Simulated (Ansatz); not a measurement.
`CCC[SiH2]Cl` + SiH₄ → `[SiH3]C[SiH2]Cl` + `CC`  (formal exchange of groups at a C–C bond)

Calculated with Ansatz (gas phase, PBE0-D4/def2-TZVP geometries, no zero-point term in ΔE). CBS: MP2 limit from def2 TZ/QZ plus the TZ coupled-cluster correction, frozen cores. This one scheme is used for every species. Each species was taken in one conformer, which may not be the lowest.

```tsv
species	CCSD/CBS(def2) energy (Eh)
`CCC[SiH2]Cl`	-868.45947
SiH₄	-291.45922
`[SiH3]C[SiH2]Cl`	-1080.23137
`CC`	-79.70621
```

(1) Work out ΔE.

Largest T1 diagnostic among the species: 0.011.

Answers

(1) ΔE = (-1080.23137) + (-79.70621) − (-868.45947) − (-291.45922) = -0.01889 Eh = -0.51 eV. CCSD(T)/CBS gives -0.51 eV.
